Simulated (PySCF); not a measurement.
# Electron correlation in Ru³¹⁺ (ruthenium, charge +31)

[Ne] 3s2 3p1, 2P determinant. Computed with PySCF 2.14 in an even-tempered Gaussian basis (16 s from 4.1 bohr⁻², ratio 2.5; 10 p from 5.4 bohr⁻², ratio 2.5; 5 d from 23 bohr⁻², ratio 2.7; 4 f from 34 bohr⁻², ratio 2.7), with no relativity, point nucleus. Frozen: 1s2; 11 electrons correlated; the 17 highest virtual orbitals of each spin left out.

```tsv
level	correlation energy (mhartree)
CCSD	-498.03
(T)	-1.97
CCSD(T)	-500.00
```

Diagnostics: T1 = 0.0013, D1 = 0.0059, largest double amplitude 0.085.

A non-relativistic calculation at this Z misses sizeable relativistic shifts. Spin-orbit coupling, absent here, splits the open shell strongly.

Cost of the coupled-cluster step: about 50 core-seconds, for 11 correlated electrons.

Iterations:

```
CC2 = 0
CCSD nocc = (np.int64(6), np.int64(5)), nmo = (81, 81)
frozen orbitals [[0, 82, 83, 84, 85, 86, 87, 88, 89, 90, 91, 92, 93, 94, 95, 96, 97, 98], [0, 82, 83, 84, 85, 86, 87, 88, 89, 90, 91, 92, 93, 94, 95, 96, 97, 98]]
max_cycle = 100
direct = 0
conv_tol = 1e-08
conv_tol_normt = 1e-06
diis_space = 8
diis_start_cycle = 0
Init t2, MP2 energy = -0.460187719619216
Init E_corr(UCCSD) = -0.460187719619258
cycle = 1  E_corr(UCCSD) = -0.485453629827478  dE = -0.0252659102  norm(t1,t2) = 0.0277775
cycle = 2  E_corr(UCCSD) = -0.493622560678108  dE = -0.00816893085  norm(t1,t2) = 0.0100076
cycle = 3  E_corr(UCCSD) = -0.498063691286198  dE = -0.00444113061  norm(t1,t2) = 0.00369959
cycle = 4  E_corr(UCCSD) = -0.498030424808408  dE = 3.32664778e-05  norm(t1,t2) = 0.000148068
cycle = 5  E_corr(UCCSD) = -0.498033193382743  dE = -2.76857434e-06  norm(t1,t2) = 7.52612e-06
cycle = 6  E_corr(UCCSD) = -0.498032170216537  dE = 1.02316621e-06  norm(t1,t2) = 9.39692e-07
cycle = 7  E_corr(UCCSD) = -0.498032417278169  dE = -2.47061632e-07  norm(t1,t2) = 1.89614e-07
cycle = 8  E_corr(UCCSD) = -0.498032412548814  dE = 4.7293548e-09  norm(t1,t2) = 1.41463e-08
UCCSD converged
E(UCCSD) = -3709.110652148388  E_corr = -0.4980324125488138
UCCSD(T) correction = -0.0019699078180588
```

At this charge a non-relativistic calculation is a model, useful for the Z dependence of the correlation energy.
